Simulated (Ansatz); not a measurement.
Reaction (substitution at a C–C bond): `OCC(F)[SiH3]` + `C=N` → `C=NCO` + `FC[SiH3]`

Computed with Ansatz on PBE0-D4/def2-TZVP structures; ΔE is electronic, products minus reactants. CCSD(T)/CBS adds triple-zeta CCSD(T) − MP2 to the extrapolated MP2 energy (def2 sets, frozen cores). This one scheme is used for every species. DFT in def2-TZVPP. B3LYP here is the variant with VWN-RPA as its local correlation; programs differ in this. Each species was taken in one conformer, which may not be the lowest.

Is it downhill or uphill in electronic energy at CCSD(T)/CBS, and by how much? (An estimate is asked.)

Ansatz gave: Uphill: ΔE = +18.3 kJ/mol.

What do these levels give: B3LYP-D4, ωB97M-V, B2PLYP, r2SCAN, PBE0, B3LYP, SCS-MP2/def2-TZVPP, CCSD/def2-TZVPP, CCSD(T)/def2-TZVPP, HF/def2-QZVPP, SCS-MP2/def2-QZVPP, CCSD/CBS(def2)? (Best estimate.)

The calculation gave: B3LYP-D4 13.8, ωB97M-V 18.8, B2PLYP 12.2, r2SCAN 14.6, PBE0 11.4, B3LYP 8.8, SCS-MP2/def2-TZVPP 15.0, CCSD/def2-TZVPP 17.1, CCSD(T)/def2-TZVPP 17.6, HF/def2-QZVPP 8.1, SCS-MP2/def2-QZVPP 15.0, CCSD/CBS(def2) 17.7 kJ/mol.

Largest T1 diagnostic among the species: 0.012.

The D4 term adds +5.0 kJ/mol with B3LYP and +2.8 kJ/mol with PBE0; it sums over pairs of atoms, weighted by their polarisabilities, and B3LYP, whose exchange is more repulsive, gets the larger term. In def2-TZVPP, CCSD(T) changes the Hartree–Fock value by +8.7 kJ/mol (the triples alone add +0.6 kJ/mol) and MP2 by +7.4 kJ/mol.
